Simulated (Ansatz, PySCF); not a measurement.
Molecule: BeF$_{2}$, net charge 0, singlet state. SMILES: [F][Be][F]
Coordinates optimised at B3LYP-D3(BJ)/def2-TZVP (Ansatz, a program for electronic structure):
```xyz
3

Be     0.0000     0.0000     0.0000
F      0.0000     0.0000    -1.3812
F      0.0000     0.0000     1.3812
```
Charge 0, spin multiplicity 1.

Property: vertical ionisation energy (to the doublet state of charge +1; each state is the SCF solution reached for its spin; the UHF <S^2> is 0.85 for the doublet (pure: 0.75); for the doublet the Hartree-Fock reference is unstable and T1 is 0.029), in eV. Valence correlation only, unless marked. Open shells are spin-unrestricted. Spin-orbit coupling is left out. No relativistic terms.  The program attaches cautions to a run behind CCSD/def2-SVPD: other roots. The program attaches cautions to a run behind CCSD/def2-TZVPPD: other roots. The program attaches cautions to a run behind CCSD(T)/def2-TZVPPD: other roots.

```
level                 program  vertical ionisation energy (eV)
--------------------  -------  -------------------------------
B3LYP/def2-TZVPD       Ansatz                            14.81
CAM-B3LYP/def2-TZVPD   Ansatz                            15.17
wB97M-V/def2-TZVPD     Ansatz                            15.13
CCSD/def2-SVPD         Ansatz                            15.64
CCSD/def2-TZVPPD       Ansatz                            15.54
CCSD(T)/def2-TZVPPD    Ansatz                            15.50
```

For comparison, minus the highest occupied orbital energy (PySCF): 12.82 eV at MN15/def2-TZVPD, 10.66 eV at TPSSh/def2-TZVPD, 9.87 eV at TPSS/def2-TZVPD.
